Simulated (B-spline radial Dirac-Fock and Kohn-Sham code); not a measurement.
The computed values come from a B-spline atomic structure program: the Dirac equation of a negative muon with reduced mass in the field of a spherical finite nucleus, with the Uehling potential to all orders; nuclear polarisation, deformation, hyperfine structure, self-energy, higher-order vacuum polarisation, relativistic recoil and electron screening are left out. The nuclear charge is a Fermi distribution (skin thickness 2.3 fm).

Q: A muonic atom of atomic mass 93.92 u emits these computed lines: 2p3/2 → 1s1/2 2322 keV, 3d5/2 → 2p3/2 568.9 keV, 4f7/2 → 3d5/2 198.7 keV, 5g9/2 → 4f7/2 91.72 keV. Which element is it, and what rms charge radius was used?

A: Strontium (Z = 38, nuclide ⁹⁴Sr); the high transitions hardly feel the nucleus and fix Z. The 2p → 1s line lies 796.9 keV below the value for a point nucleus without QED, which for this nuclear model gives a radius near 4.32 fm (4.3191 fm was used).
